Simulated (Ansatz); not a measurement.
Basis-set extrapolation for `CC[SiH](O)P` (PBE0-D4/def2-TZVP geometry, frozen core, Ansatz). Multiplicity 1, RHF reference.

```
                      def2-TZVPP   def2-QZVPP
                 HF  -785.657455  -785.683998
    MP2 correlation    -0.878443    -0.942304
CCSD(T) correlation    -0.975140      not run
```

Energies in hartree. Use E(X) = E(∞) + A·exp(−7.88·√X) for Hartree–Fock and E(X) = E(∞) + B·X^(−2.97) for correlation, with X = 3 and 4, and add CCSD(T) minus MP2 of the smaller set to the MP2 limit.

Q: What is the CCSD(T) energy at the basis-set limit?

A: HF limit: -785.683998 + (-0.026543) × 0.13774 = -785.68765. MP2 limit: -0.942304 + (-0.063861) × 0.74074 = -0.98961. Higher-order term: -0.975140 − (-0.878443) = -0.09670. Total: -786.77396 hartree, 371.2 kJ/mol below CCSD(T)/def2-TZVPP.
